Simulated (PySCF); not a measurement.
Si(OH)(NH2)3 (H7N3OSi), SMILES N[Si](N)(N)O. Atoms are numbered in the order given.

```xyz
12

N     -1.0737     1.2537    -0.4792
Si    -0.0141    -0.0088     0.0029
N      1.5604     0.5736     0.4424
N      0.0389    -1.0920    -1.3405
O     -0.6005    -0.7632     1.3783
H     -1.4994     1.9020     0.1720
H     -1.1058     1.5804    -1.4374
H      1.9911     1.2955    -0.1275
H      2.2654    -0.0675     0.7956
H     -0.8210    -1.5561    -1.6210
H      0.8219    -1.7352    -1.4082
H     -0.3315    -0.3372     2.2007
```

Coordinates come from a B3LYP-D3(BJ)/def2-SVP optimisation. One conformer was computed; it need not be the lowest.

These are HF/def2-TZVP run with PySCF values and carry that method's errors.

ESP charges are fitted to the potential on shells at 1.4 to 2.0 van der Waals radii. Atomic charges (e):

```
atom    IAO  ESP fit  Mulliken  Löwdin
----  -----  -------  --------  ------
N1    -0.92    -1.21     -0.75   -0.26
Si2    1.69     1.63      1.07   -0.11
N3    -0.93    -1.32     -0.75   -0.28
N4    -0.92    -1.21     -0.73   -0.27
O5    -0.87    -0.87     -0.66   -0.18
H6     0.26     0.41      0.24    0.15
H7     0.27     0.42      0.25    0.16
H8     0.26     0.44      0.25    0.15
H9     0.26     0.44      0.24    0.15
H10    0.26     0.43      0.25    0.16
H11    0.26     0.39      0.24    0.15
H12    0.37     0.46      0.34    0.18
```

Computed Mayer and Wiberg (Löwdin basis) orders of the bonds:
```tsv
bond	Mayer	Wiberg
N1–Si2	1.09	1.46
Si2–N3	1.07	1.43
Si2–N4	1.09	1.45
Si2–O5	1.06	1.54
N1–H6	0.92	0.97
N1–H7	0.92	0.96
N3–H8	0.92	0.96
N3–H9	0.92	0.97
N4–H10	0.92	0.96
N4–H11	0.92	0.96
O5–H12	0.87	1.03
```
